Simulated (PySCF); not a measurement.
# Computed data sheet: `CSC1=PC=C(C)C=C1`

Species: C7H9PS.
Numbering: `[CH3:1][S:2][c:3]1[cH:4][cH:5][c:6]([CH3:7])[cH:8][p:9]1` (hydrogens: H10, H11, H12 on C1; H13 on C4; H14 on C5; H15, H16, H17 on C7; H18 on C8)

Geometry (PBE0-D3(BJ)/def2-SVP, Å), atoms numbered from 1 in this order:
```
atom  x, y, z in Å
C1     3.8072   -0.5117   -0.2887
S2     2.9099    0.7992    0.5514
C3     1.2284    0.3558    0.3021
C4     0.2916    1.2336    0.8717
C5    -1.0825    1.0711    0.7936
C6    -1.7208    0.0058    0.1348
C7    -3.2228   -0.0660    0.1428
C8    -0.9634   -0.9722   -0.5000
P9     0.7684   -1.0783   -0.5988
H10    3.5699   -0.5379   -1.3628
H11    3.5924   -1.4953    0.1554
H12    4.8725   -0.2776   -0.1569
H13    0.6718    2.1071    1.4141
H14   -1.7087    1.8254    1.2793
H15   -3.5990   -0.3208    1.1474
H16   -3.5940   -0.8282   -0.5559
H17   -3.6711    0.9005   -0.1349
H18   -1.5004   -1.7836   -1.0059
```

Among its groups: sulfide.

**PBE0-D3(BJ)/def2-SVP geometry optimisation, gas phase (PySCF)**

* Rotational constants A, B, C: 3.009, 0.713, 0.581 GHz

From PBE0/def2-SVPD ground state, ΔSCF and vertical TDDFT (core frozen in the response) (PySCF):

* Dipole moment: 0.96 D
* HOMO energy: -6.04 eV
* LUMO energy: -1.44 eV
* HOMO–LUMO gap: 4.60 eV
* Lowest singlet excitation: 3.81 eV (325 nm, f = 0.045)
* Strongest line among the 10 lowest singlet transitions: S5 at 5.37 eV (231 nm, f = 0.252)
* Lowest triplet excitation (Tamm–Dancoff): 2.81 eV
* Static isotropic polarisability: 134.3 au
* Vertical ionisation energy: 7.68 eV
* Electronic spatial extent ⟨r²⟩ about the centre of nuclear charge: 1920 bohr²

HF/pcSseg-1 ground state and GIAO shieldings, non-relativistic (PySCF):

* 13C chemical shifts (computed TMS as zero) by class: 193.0 (C3), 167.6 (C8), 147.3 (C6), 140.0 (C4), 140.0 (C5), 23.9 (C7), 17.9 (C1) ppm
* 1H chemical shifts (computed TMS as zero) by class: 8.57 (H18), 7.92 (H13), 7.55 (H14), 2.54 (H15/H16/H17), 2.45 (H10/H11/H12) ppm
* Isotropic shieldings of nuclei other than C and H, by class: 144 (P9), 518 (S2) ppm

Monoisotopic mass from the formula: 156.0163 u.

The rotational constants make it an asymmetric top with κ = (2B − A − C)/(A − C) = -0.89, nearer the prolate limit (−1). The polarisability is 19.90 Å³ as a volume (1 au = 0.148185 Å³), or 1.64 au for each of the 82 electrons. In wavenumbers S1 is 30800 cm⁻¹ (1 eV = 8065.54 cm⁻¹). The largest Löwdin shares of the HOMO are 0.40 on S2, 0.14 on C3, 0.13 on P9 and 0.09 on C6. No computed singlet falls in the visible range (750 to 380 nm, 1.65 to 3.26 eV); S1 lies 0.55 eV above its blue end. The principal polarisabilities are 80.4, 130.9 and 191.4 au; their mean is the isotropic value.

 NMR classes are plain means over equivalent atoms (diastereotopic ones count apart unless rotation or inversion swaps them), as if these changed places fast; in this geometry the members of some classes differ.

One conformer stands for the species.
